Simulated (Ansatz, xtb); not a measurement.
Breaking the Ge2–H3 bond in BGeH5 (SMILES [BH2][GeH3]) (multiplicity 1 held, fragments rigid). Energies count from the point at 1.540 Å.
Geometry at that point (charge 0, multiplicity 1):
| atom | x (Å) | y (Å) | z (Å) |
|---|---|---|---|
| B | -1.6845 | -0.0898 | -0.3881 |
| Ge | 0.3243 | 0.0133 | 0.0725 |
| H | 1.1614 | -1.1822 | -0.4179 |
| H | 0.9348 | 1.2960 | -0.5323 |
| H | 0.5058 | 0.1201 | 1.6021 |
| H | -2.4052 | 0.7934 | -0.0463 |
| H | -2.1530 | -1.0048 | -0.9863 |

Restricted levels (R-, RO-) in cc, def2 and unpolarised 6-31G sets keep to the state of the molecule at rest. Active spaces are followed from a long bond inwards. Levels need not reach the same state.

Frozen-core correlation. Filled d and f shells under p-block atoms count as core.

Codes used: Ansatz (Gaussian basis) for Hartree–Fock, density functionals and correlated methods; xtb for the GFN methods. Each number belongs to the level named beside it. The GFN methods have no spin term and hold the electronic entropy of 300 K.

Energies in kcal/mol.

| R (Å) | GFN2-xTB | R-CCSD/cc-pVDZ | CASSCF(2,2)/cc-pVDZ | SC-NEVPT2 on CASSCF(2,2)/cc-pVDZ | FIC-NEVPT4(SD) on CASSCF(2,2)/cc-pVDZ | FIC-MRCISD+Q on CASSCF(2,2)/cc-pVDZ |
|---|---|---|---|---|---|---|
| 1.232 | 24.7 | 31.5 | 33.3 | 32.2 | 31.6 | 31.5 |
| 1.386 | 2.4 | 6.4 | 7.4 | 6.8 | 6.5 | 6.4 |
| 1.540 | 0.0 | 0.0 | 0.0 | 0.0 | 0.0 | 0.0 |
| 1.694 | 4.3 | 3.5 | 2.4 | 2.9 | 3.3 | 3.4 |
| 1.848 | 11.1 | 11.8 | 9.5 | 10.7 | 11.4 | 11.6 |
| 2.078 | 22.8 | 27.7 | 23.6 | 25.6 | 26.9 | 27.1 |
| 2.309 | 35.3 | 43.6 | 37.8 | 40.5 | 42.2 | 42.5 |
| 2.694 | 54.5 | 65.1 | 56.7 | 60.2 | 62.3 | 62.7 |
| 3.079 | 69.9 | 79.2 | 68.3 | 72.1 | 74.4 | 74.8 |
| 3.541 | 82.8 | 88.0 | 74.8 | 78.7 | 81.1 | 81.5 |
| 4.157 | 92.1 | 92.5 | 77.4 | 81.3 | 83.8 | 84.2 |
| 4.927 | 95.9 | 94.1 | 78.0 | 81.9 | 84.4 | 84.8 |

Doubts at one or more of the structures used: a restricted determinant that unrestricted orbitals would lower (R-CCSD/cc-pVDZ); other coupled-cluster roots lie near (R-CCSD/cc-pVDZ); T1 above 0.05 (R-CCSD/cc-pVDZ).

Ansatz is an electronic-structure program.
